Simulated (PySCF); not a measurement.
# Ta⁴⁸⁺ (tantalum, charge +48) across methods

[Ar] 3d7, high-spin 4F determinant. Computed with PySCF 2.14 in an even-tempered Gaussian basis (18 s from 10 bohr⁻², ratio 2.5; 13 p from 14 bohr⁻², ratio 2.5; 7 d from 14 bohr⁻², ratio 2.5; 4 f from 55 bohr⁻², ratio 2.7; 3 g from 83 bohr⁻², ratio 2.7), with the spin-free X2C one-electron Hamiltonian (Gaussian nucleus).

```json
{"method": "PBE", "E (hartree)": "-13760.11", "mean ε 3p β (eV)": "-4691.9", "mean ε 3d α (eV)": "-4249.5", "mean ε 3d β (eV)": "-4234.1", "Σ⟨r²⟩ (bohr²)": "0.6560", "⟨S²⟩": "3.750"}
{"method": "r2SCAN0", "E (hartree)": "-13760.44", "mean ε 3p β (eV)": "-4715.3", "mean ε 3d α (eV)": "-4272.9", "mean ε 3d β (eV)": "-4255.6", "Σ⟨r²⟩ (bohr²)": "0.6556", "⟨S²⟩": "3.750"}
{"method": "B97-3", "E (hartree)": "-13759.87", "mean ε 3p β (eV)": "-4711.7", "mean ε 3d α (eV)": "-4269.6", "mean ε 3d β (eV)": "-4252.4", "Σ⟨r²⟩ (bohr²)": "0.6556", "⟨S²⟩": "3.750"}
{"method": "r2SCAN", "E (hartree)": "-13760.61", "mean ε 3p β (eV)": "-4699.2", "mean ε 3d α (eV)": "-4256.2", "mean ε 3d β (eV)": "-4240.3", "Σ⟨r²⟩ (bohr²)": "0.6556", "⟨S²⟩": "3.750"}
{"method": "PBE0", "E (hartree)": "-13760.06", "mean ε 3p β (eV)": "-4710.0", "mean ε 3d α (eV)": "-4267.9", "mean ε 3d β (eV)": "-4251.1", "Σ⟨r²⟩ (bohr²)": "0.6558", "⟨S²⟩": "3.750"}
{"method": "LDA", "E (hartree)": "-13749.42", "mean ε 3p β (eV)": "-4690.5", "mean ε 3d α (eV)": "-4248.8", "mean ε 3d β (eV)": "-4231.5", "Σ⟨r²⟩ (bohr²)": "0.6563", "⟨S²⟩": "3.750"}
{"method": "UHF", "E (hartree)": "-13758.54303", "mean ε 3p β (eV)": "-4761.9", "mean ε 3d α (eV)": "-4321.2", "mean ε 3d β (eV)": "-4300.0", "Σ⟨r²⟩ (bohr²)": "0.6555", "⟨S²⟩": "3.750"}
```

Spin-orbit coupling is strong in this species (close to jj coupling), so the high-spin LS determinant is a model state, not a physical level.
